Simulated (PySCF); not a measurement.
## Two-component Hartree-Fock for Ti⁸⁺ (titanium, charge +8)

Start: [Ne] 3s2 3p2; 3p1/2 filled at m_j = -1/2, +1/2. Calculated with PySCF 2.14 in an even-tempered Gaussian basis (20 s from 0.43 bohr⁻², ratio 2.4; 13 p from 0.56 bohr⁻², ratio 2.4; 5 d from 3 bohr⁻², ratio 2.6; 4 f from 4.4 bohr⁻², ratio 2.6): generalised Hartree-Fock with the X2C-1e Hamiltonian and a Gaussian nucleus; one run each with spin-orbit coupling (SO) switched off, then screened by Boettger's factors.

```tsv
spinor shell	electrons	ε, spin-free (eV)	ε, screened SO (eV)	weight of nominal j (screened SO)	rms radius, screened SO (bohr)
1s1/2	2	-5194.1	-5194.0	1.000	0.0804
2s1/2	2	-758.15	-758.08	1.000	0.348
2p1/2	2	-654.05	-659.17	0.936	0.316
3s1/2	2	-215.40	-215.37	1.000	0.962
3p1/2	2	-191.84	-191.99	0.582	0.983
```

Where does 2p3/2 lie, and what is the 2p spin-orbit splitting (screened SO)?

At -651.43 eV, 7.748 eV above 2p1/2.

```tsv
quantity	spin-free	screened SO
E (hartree)	-830.29767	-830.31840
M_J	0	0
⟨J²⟩	2.004	1.620
⟨L²⟩	2.003	1.987
⟨S²⟩	2.001	1.980
```

The determinant has a definite M_J but mixes levels of different J.

Each row is a mean over spinors that exchange with the open shell spreads, by up to 11.912 eV (3s1/2).

Rows whose weight is well below 1 are mixtures of j = l ± 1/2: exchange outweighs spin-orbit coupling there, and the label is only the starting occupation.

Without spin-orbit coupling the j labels of p, d and f shells carry no meaning; the spin-free column gives the mean over the occupied spinors of each nl shell.
